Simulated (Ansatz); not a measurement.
**Two structures, one formula**

The two ends of one reaction step of GaH$_{4}$SeBr, singlet (PBE0-D4/def2-TZVP).

A:

```json
{"atom": "Ga1", "x (Å)": "-0.9128", "y (Å)": "-0.6528", "z (Å)": "-0.3274"}
{"atom": "Br2", "x (Å)": "0.9155", "y (Å)": "-2.1176", "z (Å)": "-0.3268"}
{"atom": "H3", "x (Å)": "-1.3183", "y (Å)": "-0.1443", "z (Å)": "-1.7482"}
{"atom": "H4", "x (Å)": "-1.8289", "y (Å)": "-0.7807", "z (Å)": "0.9320"}
{"atom": "H5", "x (Å)": "1.1600", "y (Å)": "0.8252", "z (Å)": "1.5109"}
{"atom": "Se6", "x (Å)": "0.4489", "y (Å)": "1.5608", "z (Å)": "0.4573"}
{"atom": "H7", "x (Å)": "1.5357", "y (Å)": "1.3094", "z (Å)": "-0.4979"}
```

B:

```xyz
7
angstrom
Ga -0.9972 -0.1141 -0.2381
Br 1.2041 -1.9296 0.3452
H -0.9588 -0.2296 -1.7900
H -2.0112 -0.7212 0.7750
H 1.3746 -0.5208 0.7384
Se 0.3699 1.5971 0.7235
H 1.0187 1.9183 -0.5541
```

Computed with Ansatz 0.2.0 (basis: def2-TZVPP); correlated methods freeze the cores. Filled d shells of the heavier atoms are correlated. The def2 sets are not built for correlating such inner shells, so the correlated values are less sure here. B3LYP uses VWN-RPA correlation.

Q: Which structure is lower at CCSD(T), and by how much? (To be estimated.)

A: By the calculation: A, by 13.96 kcal/mol (electronic energy, against the other). By their contacts, A is GaH₄SeBr ([SeH2][GaH2][Br]) and B is GaH₄SeBr ([SeH][GaH2][BrH]).

All methods give the same order:

```json
{"method": "SPW92", "E(B) − E(A) (kcal/mol)": "9.18"}
{"method": "PBE-D4", "E(B) − E(A) (kcal/mol)": "10.34"}
{"method": "BLYP-D4", "E(B) − E(A) (kcal/mol)": "11.00"}
{"method": "r2SCAN-D4", "E(B) − E(A) (kcal/mol)": "12.50"}
{"method": "B97M-V", "E(B) − E(A) (kcal/mol)": "14.06"}
{"method": "PBE0-D4", "E(B) − E(A) (kcal/mol)": "12.43"}
{"method": "B3LYP-D4", "E(B) − E(A) (kcal/mol)": "12.70"}
{"method": "r2SCAN0-D4", "E(B) − E(A) (kcal/mol)": "13.65"}
{"method": "BHLYP-D4", "E(B) − E(A) (kcal/mol)": "15.09"}
{"method": "CAM-B3LYP-D4", "E(B) − E(A) (kcal/mol)": "13.95"}
{"method": "wB97X-V", "E(B) − E(A) (kcal/mol)": "14.63"}
{"method": "wB97M-V", "E(B) − E(A) (kcal/mol)": "13.71"}
{"method": "B2PLYP", "E(B) − E(A) (kcal/mol)": "13.38"}
{"method": "PBE-QIDH", "E(B) − E(A) (kcal/mol)": "13.87"}
{"method": "RPA on PBE", "E(B) − E(A) (kcal/mol)": "14.03"}
{"method": "HF", "E(B) − E(A) (kcal/mol)": "19.08"}
{"method": "MP2", "E(B) − E(A) (kcal/mol)": "13.31"}
{"method": "CCSD", "E(B) − E(A) (kcal/mol)": "14.89"}
{"method": "CCSD(T)", "E(B) − E(A) (kcal/mol)": "13.96"}
```

T1 diagnostic: at most 0.010.

Labels in which every atom is bracketed show which atoms are joined, not bond orders.

For scale, one of the runs: CCSD(T)/def2-TZVPP, 200 basis functions, launched by `ansatz run in.yaml --threads 8 --pin off --events-out ev --progress --plain --max-ram 19148MiB`. Hardware: 8 CPU threads of an Intel Xeon Platinum 8488C, shared host. Wall time 41 s; peak host memory 2.6 GiB.
